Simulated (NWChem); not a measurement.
# Ionisation of tetrafluoroborate (BF4 (-1))

```
B
F 1 1.4033
F 1 1.4033 2 109.47
F 1 1.4033 2 109.47 3 120.00
F 1 1.4033 2 109.47 4 120.00
```
Charge -1, spin multiplicity 1.

The numbers come from NWChem runs, not from measurements. Structure: optimised with PBE0/def2-SVP, a minimum by its harmonic frequencies.

Basis set: def2-TZVPD. −ε marks an orbital energy of the parent.

B3LYP has NWChem's definition, with VWN1-RPA local correlation. The anion's geometry comes from a basis without diffuse functions.

Q: For the first vertical ionisation energy, −ε(HOMO) of LDA (SVWN5) gives 2.91 eV and −ε(HOMO) of M06-2X gives 6.96 eV. What do −ε(HOMO) of PBE, −ε(HOMO) of B3LYP, −ε(HOMO) of HF give?

A: −ε(HOMO) of PBE: 2.65 eV; −ε(HOMO) of B3LYP: 4.46 eV; −ε(HOMO) of HF: 10.34 eV.
